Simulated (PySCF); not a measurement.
## Electronic structure of In (indium, neutral) at the UHF level

Configuration: [Kr] 4d10 5s2 5p1, 2P determinant. Computed with PySCF 2.14 in aug-cc-pVQZ-PP with ECP28MDF (7s7p5d3f2g, 92 functions), with scalar relativity through the core potential.

```
Total energy                                                  : -189.210636 hartree
One-electron energy                                           : -334.8274 hartree
Hartree (Coulomb) energy                                      : 161.4346 hartree
Exchange energy                                               : -15.8178 hartree
⟨S²⟩                                                          : 0.7635
⟨L²⟩                                                          : 2.041
Sum of ⟨r⟩                                                    : 28.34 bohr
Sum of ⟨r²⟩                                                   : 57.20 bohr²
Traceless quadrupole moment −½Σ⟨3z² − r²⟩ along its main axis : -6.80 e·bohr²
```

| shell | electrons | mean orbital energy (hartree) | spread (hartree) | rms radius, mean of both spins (bohr) |
| --- | --- | --- | --- | --- |
| 4s α | 1 | -5.37362 | 0 | 0.912 |
| 4s β | 1 | -5.37282 | 0 | 0.912 |
| 4p α | 3 | -3.62633 | 0.00369 | 0.995 |
| 4p β | 3 | -3.62547 | 0.01152 | 0.995 |
| 4d α | 5 | -1.01051 | 0.00919 | 1.27 |
| 4d β | 5 | -1.00892 | 0.01388 | 1.27 |
| 5s α | 1 | -0.42444 | 0 | 2.93 |
| 5s β | 1 | -0.36891 | 0 | 2.93 |
| 5p α | 1 | -0.20156 | 0 | 4.03 |

Energies and moments cover only the electrons outside the core potential.
